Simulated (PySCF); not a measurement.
**Tc (technetium, neutral): PBE calculation**

Configuration: [Kr] 4d5 5s2, high-spin 6S determinant. Calculation: PySCF 2.14, in x2c-SVPall; the spin-free X2C one-electron Hamiltonian (Gaussian nucleus).

| Item | Value |
| --- | --- |
| Total energy | -4284.48 hartree |
| One-electron energy | -5904.72 hartree |
| Hartree (Coulomb) energy | 1749.57 hartree |
| Exchange-correlation energy | -129.33 hartree |
| ⟨S²⟩ | 8.7626 |
| ⟨L²⟩ | 0.000 |
| Sum of ⟨r⟩ | 32.84 bohr |
| Sum of ⟨r²⟩ | 59.15 bohr² |
| Langevin diamagnetic susceptibility | -46.8 ×10⁻⁶ cm³/mol |
| Time after the integrals | 1.1 s of wall time on 1 thread of Neoverse-V2 (shared host) |

| shell | electrons | mean orbital energy (eV) | rms radius, mean of both spins (bohr) |
| --- | --- | --- | --- |
| 1s α | 1 | -20830.6 | 0.0394 |
| 1s β | 1 | -20830.6 | 0.0394 |
| 2s α | 1 | -2970.9 | 0.162 |
| 2s β | 1 | -2970.3 | 0.162 |
| 2p α | 3 | -2660.2 | 0.144 |
| 2p β | 3 | -2659.7 | 0.144 |
| 3s α | 1 | -517.46 | 0.443 |
| 3s β | 1 | -517.12 | 0.443 |
| 3p α | 3 | -415.31 | 0.449 |
| 3p β | 3 | -414.93 | 0.449 |
| 3d α | 5 | -249.56 | 0.437 |
| 3d β | 5 | -248.99 | 0.437 |
| 4s α | 1 | -74.465 | 1.13 |
| 4s β | 1 | -71.312 | 1.13 |
| 4p α | 3 | -46.589 | 1.26 |
| 4p β | 3 | -43.202 | 1.26 |
| 4d α | 5 | -7.971 | 1.87 |
| 5s α | 1 | -5.538 | 3.61 |
| 5s β | 1 | -4.291 | 3.61 |

Densities and radii are taken from the X2C orbitals without a picture-change correction, which distorts them close to the nucleus.
